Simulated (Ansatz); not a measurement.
Two structures of Si2H8O2, singlet, reached by relaxing down either side of one saddle point (PBE0-D4/def2-TZVP). Energies are electronic, without zero-point energy. Computed with Ansatz 0.2.0 (basis: def2-TZVPP and def2-QZVPP); correlated methods freeze the cores. Extrapolation: Hartree–Fock as exp(−7.88 √X), correlation as X^−2.97. First:

Si1  (-2.261, 0.409, 0.152)
O2  (-1.174, -0.293, -0.891)
H3  (-3.004, 1.507, -0.519)
H4  (-3.237, -0.599, 0.641)
H5  (-1.443, 0.933, 1.266)
H6  (0.618, 0.158, -0.896)
O7  (1.549, 0.411, -0.806)
Si8  (2.403, -0.294, 0.400)
H9  (-1.514, -0.714, -1.682)
H10  (3.758, 0.308, 0.377)
H11  (1.785, -0.057, 1.737)
H12  (2.522, -1.770, 0.221)
(Å)

Second:

Si1  (-0.997, 1.101, 0.457)
O2  (-1.578, -2.032, -0.790)
H3  (-0.453, 2.428, 0.851)
H4  (-1.914, 1.260, -0.695)
H5  (-1.705, 0.493, 1.607)
H6  (-0.781, -1.503, -0.671)
O7  (0.256, 0.130, -0.007)
Si8  (1.886, 0.036, 0.200)
H9  (-1.818, -1.921, -1.712)
H10  (2.504, 1.363, -0.053)
H11  (2.203, -0.397, 1.584)
H12  (2.399, -0.959, -0.770)
(Å)

(1) Which bonds change from the first to the second?

(2) Give the saddle point's structure and its height above each. (To be estimated.)

T1 diagnostic: at most 0.012.

Results:

(1) SiH₄O ([OH][SiH3]) + SiH₄O ([OH][SiH3]) → Si₂H₆O ([SiH3][O][SiH3]) + H₂O; bonds formed: Si1–O7, O2–H6; bonds broken: Si1–O2, H6–O7.

(2) Computed: 29.64 kcal/mol above the first and 32.26 kcal/mol above the second (CCSD(T) at an estimated basis limit (MP2 extrapolated from triple and quadruple zeta, plus CCSD(T) − MP2 in triple zeta)).
```
12
angstrom
Si -1.2562 0.5743 0.1041
O -1.4882 -1.1283 -0.5745
H -0.9039 1.7242 -0.7691
H -2.7595 0.7308 0.1434
H -0.9201 0.6722 1.5456
H -0.3933 -1.0973 -0.7134
O 0.4765 -0.2063 -0.2996
Si 1.9799 -0.0484 0.3264
H -2.0859 -1.2397 -1.3188
H 2.0907 1.2656 1.0139
H 2.2725 -1.1302 1.3070
H 2.9876 -0.1170 -0.7651
```

Labels in which every atom is bracketed show which atoms are joined, not bond orders.

For scale, one of the runs: CCSD(T)/def2-TZVPP, 258 basis functions, launched by `ansatz run in.yaml --threads 4 --pin off --events-out ev --progress --plain --max-ram 9574MiB`. Time: 110 s of wall clock on 4 CPU threads of an Arm Neoverse V2; the host was shared. Peak host memory: 5.7 GiB.
